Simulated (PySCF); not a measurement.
Precursor series Zn H-SH. Gas-phase values, no solvent. One relaxed conformer stands for each flexible species; it need not be the lowest.

These are TPSSh-D3(BJ)/def2-TZVP // PBE-D3(BJ)/def2-SVP (PySCF) values and carry that method's errors. All candidates: neutral, multiplicity 1. 

The HOMO–LUMO gap is 5.47 eV and the HOMO is -6.87 eV. The LUMO is -1.40 eV.

**Question.** Which member has these values?
(A) [Zn(H)2]
(B) [Zn(H)(SH)]
(C) [Zn(SH)2]

**Answer.** C, [Zn(SH)2]. The others give [Zn(H)(SH)]: 5.60 eV, -6.65 eV, -1.05 eV; [Zn(H)2]: 6.55 eV, -7.49 eV, -0.94 eV
